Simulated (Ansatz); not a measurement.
C4H9B can be A, `B/C=C/CC`, or B, `B/C(C)=C/C`.

Program: Ansatz. Geometries: PBE0-D4/def2-TZVP. ΔE: electronic, gas phase. CBS: MP2 limit from def2 TZ/QZ plus the TZ coupled-cluster correction, frozen cores. Double bonds are as drawn, so ΔE can hold a change between cis and trans. DFT in def2-TZVPP. B3LYP here is the variant with VWN-RPA as its local correlation; programs differ in this. One conformer a species, not always the lowest.

Question: Which is lower in electronic energy at CCSD(T)/CBS, and by how much? (Best estimate.)

Answer: Computed: A, by 0.0 kJ/mol. So small a gap doesn't settle the order.

Question: Give E(B) − E(A) in kJ/mol with PBE0-D4, r2SCAN-D4, CCSD(T)/def2-TZVPP, B2PLYP, MP2/def2-TZVPP, HF/def2-TZVPP, B3LYP. (An estimate is asked.)

Answer: Ansatz gave: PBE0-D4 -2.3, r2SCAN-D4 -2.7, CCSD(T)/def2-TZVPP 0.3, B2PLYP 1.2, MP2/def2-TZVPP -1.6, HF/def2-TZVPP 10.8, B3LYP 2.1. The order is the other way round with PBE0-D4, r2SCAN-D4, MP2/def2-TZVPP.

Largest T1 diagnostic: 0.010.

The D4 term adds −3.3 kJ/mol with B3LYP and −1.7 kJ/mol with PBE0; it sums over pairs of atoms, weighted by their polarisabilities, and B3LYP, whose exchange is more repulsive, gets the larger term. In def2-TZVPP, CCSD(T) changes the Hartree–Fock value by −10.5 kJ/mol (the triples alone add −1.8 kJ/mol) and MP2 by −12.4 kJ/mol.
